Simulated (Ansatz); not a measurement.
Mulliken charges of CH2BrN, SMILES `N=CBr` from ωB97M-V/def2-TZVPP in Ansatz (PBE0-D4/def2-TZVP geometry).

```json
{"atom": "N1", "x (Å)": "-0.869", "y (Å)": "-0.441", "z (Å)": "0.230", "charge (e)": "-0.179"}
{"atom": "C2", "x (Å)": "0.237", "y (Å)": "0.069", "z (Å)": "-0.029", "charge (e)": "-0.059"}
{"atom": "Br3", "x (Å)": "1.728", "y (Å)": "-0.210", "z (Å)": "1.110", "charge (e)": "-0.020"}
{"atom": "H4", "x (Å)": "-1.559", "y (Å)": "-0.193", "z (Å)": "-0.480", "charge (e)": "0.135"}
{"atom": "H5", "x (Å)": "0.512", "y (Å)": "0.702", "z (Å)": "-0.873", "charge (e)": "0.124"}
```

By hand: the dipole of these point charges (1 e Å = 4.8032 D).

Σ q r = (-0.040, 0.140, -0.235) e Å, of length 0.276 e Å = 1.33 D.

How does the dipole of the full density compare? (Best estimate.)

Ansatz gave: (-0.102, 0.260, -0.449) e Å, 2.54 D; the point charges give 0.52 times that, at 3° from its direction.

Point charges leave out the atoms' own dipoles, such as those of lone pairs, and Mulliken's split depends on the basis, so the two needn't agree.
